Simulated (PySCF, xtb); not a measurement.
GeH₃, SMILES [GeH3+], charge +1.

GFN2-xTB (xtb 6.7.1) at its own geometry gives an orbital gap of 3.81 eV.

Coordinates come from a B3LYP-D3(BJ)/def2-TZVPD optimisation.

Problem. What does r2SCAN/def2-TZVPD (PySCF) give? (The exact figures need the calculation; the answer reports its results.)

Solution. gap 5.56 eV (levels -16.31 and -10.76 eV).
